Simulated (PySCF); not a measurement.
CH2Cl6Si2, charge -1, doublet, at a GFN2-xTB geometry (a state made from the parent by changing its charge; the spin is typed, not shown lowest); PySCF with DF-PBE0/6-31G*.

Input for PySCF:
```python
from pyscf import gto, scf, dft

mol = gto.M(
    atom='''
Cl    3.087990   -0.396772   -1.265694
Si    1.473981    0.293217   -0.194612
Cl    2.179332    0.667664    1.668849
Cl    0.976619    2.069056   -1.021812
C     0.105443   -0.995103   -0.215735
Si   -1.635604   -0.253433    0.203303
Cl   -2.051876    0.257377   -1.987281
Cl   -1.203103   -0.203777    2.439484
Cl   -2.916123   -1.884244    0.276264
H     0.336163   -1.781037    0.505877
H     0.055626   -1.463471   -1.199885
''',
    basis='6-31g*',
    charge=-1,
    spin=1,
    verbose=4,
)

mf = dft.UKS(mol)
mf.xc = 'pbe0'
mf = mf.density_fit(auxbasis='def2-universal-jkfit')
mf.kernel()
```

The log (banner, timings and long lists left out):

```
PySCF version 2.14.0

[INPUT] verbose = 4
[INPUT] num. atoms = 11
[INPUT] num. electrons = 139
[INPUT] charge = -1
[INPUT] spin (= nelec alpha-beta = 2S) = 1
[INPUT] symmetry False subgroup None
[INPUT] Mole.unit = angstrom
[INPUT] Symbol           X                Y                Z      unit          X                Y                Z       unit  Magmom
[INPUT]  1 Cl     3.087990000000  -0.396772000000  -1.265694000000 AA    5.835455375396  -0.749790413896  -2.391815017505 Bohr   0.0
[INPUT]  2 Si     1.473981000000   0.293217000000  -0.194612000000 AA    2.785420402813   0.554099825067  -0.367763380554 Bohr   0.0
[INPUT]  3 Cl     2.179332000000   0.667664000000   1.668849000000 AA    4.118340614501   1.261702103232   3.153667553254 Bohr   0.0
[INPUT]  4 Cl     0.976619000000   2.069056000000  -1.021812000000 AA    1.845542438047   3.909949176388  -1.930944830794 Bohr   0.0
[INPUT]  5 C      0.105443000000  -0.995103000000  -0.215735000000 AA    0.199258391753  -1.880472135733  -0.407680065483 Bohr   0.0
[INPUT]  6 Si    -1.635604000000  -0.253433000000   0.203303000000 AA   -3.090843608243  -0.478918960927   0.384186990302 Bohr   0.0
[INPUT]  7 Cl    -2.051876000000   0.257377000000  -1.987281000000 AA   -3.877483681568   0.486372040762  -3.755416822552 Bohr   0.0
[INPUT]  8 Cl    -1.203103000000  -0.203777000000   2.439484000000 AA   -2.273535169643  -0.385082720485   4.609956645258 Bohr   0.0
[INPUT]  9 Cl    -2.916123000000  -1.884244000000   0.276264000000 AA   -5.510673815545  -3.560705111855   0.522063298077 Bohr   0.0
[INPUT] 10 H      0.336163000000  -1.781037000000   0.505877000000 AA    0.635256003212  -3.365672147717   0.955968982717 Bohr   0.0
[INPUT] 11 H      0.055626000000  -1.463471000000  -1.199885000000 AA    0.105117905405  -2.765559381243  -2.267454030974 Bohr   0.0

nuclear repulsion = 1313.92259285959
number of shells = 74
number of NR pGTOs = 443
number of NR cGTOs = 162
basis = 6-31g*
ecp = {}

******** <class 'pyscf.df.df_jk.DFUKS'> ********
method = DFUKS
initial guess = minao
damping factor = 0
level_shift factor = 0
DIIS = <class 'pyscf.scf.diis.CDIIS'>
diis_start_cycle = 1
diis_space = 8
diis_damp = 0
SCF conv_tol = 1e-09
SCF conv_tol_grad = None
SCF max_cycles = 50
direct_scf = False
number electrons alpha = 70  beta = 69
XC library pyscf.dft.libxc version 7.1.2
    S. Lehtola, C. Steigemann, M. J. T. Oliveira, and M. A. L. Marques,  SoftwareX 7, 1–5 (2018)
XC functionals = pbe0
    C. Adamo and V. Barone,  J. Chem. Phys. 110, 6158 (1999)
    M. Ernzerhof and G. E. Scuseria,  J. Chem. Phys. 110, 5029 (1999)
radial grids:
    Treutler-Ahlrichs [JCP 102, 346 (1995); DOI:10.1063/1.469408] (M4) radial grids

becke partition: Becke, JCP 88, 2547 (1988); DOI:10.1063/1.454033
pruning grids: <function nwchem_prune>
grids dens level: 3
symmetrized grids: False
atomic radii adjust function: <function treutler_atomic_radii_adjust>
small_rho_cutoff = 0
Set gradient conv threshold to 3.16228e-05
tot grids = 185376
******** <class 'pyscf.df.df.DF'> ********
auxbasis = def2-universal-jkfit
init E= -3379.22945949582

cycle= 1 E= -3378.38701732862  delta_E= 0.842  |g|= 0.441  |ddm|=  2.6
cycle= 2 E= -3378.36310769603  delta_E= 0.0239  |g|= 0.496  |ddm|= 1.32
cycle= 3 E= -3378.5096481009  delta_E= -0.147  |g|= 0.0589  |ddm|= 0.716
cycle= 4 E= -3378.51159924278  delta_E= -0.00195  |g|= 0.0163  |ddm|= 0.106
cycle= 5 E= -3378.51173398422  delta_E= -0.000135  |g|= 0.0086  |ddm|= 0.0349
cycle= 6 E= -3378.51177974331  delta_E= -4.58e-05  |g|= 0.00104  |ddm|= 0.013
cycle= 7 E= -3378.51178128585  delta_E= -1.54e-06  |g|= 0.000427  |ddm|= 0.00423
cycle= 8 E= -3378.51178145632  delta_E= -1.7e-07  |g|= 0.000135  |ddm|= 0.00123
cycle= 9 E= -3378.51178147522  delta_E= -1.89e-08  |g|= 5.42e-05  |ddm|= 0.000416
cycle= 10 E= -3378.51178147797  delta_E= -2.75e-09  |g|= 1.95e-05  |ddm|= 0.000154
cycle= 11 E= -3378.51178147829  delta_E= -3.22e-10  |g|= 6.52e-06  |ddm|= 4.98e-05
Extra cycle  E= -3378.5117814783  delta_E= -1.09e-11  |g|= 6.62e-06  |ddm|= 2.02e-05
converged SCF energy = -3378.5117814783  <S^2> = 0.75254181  2S+1 = 2.0025402
```
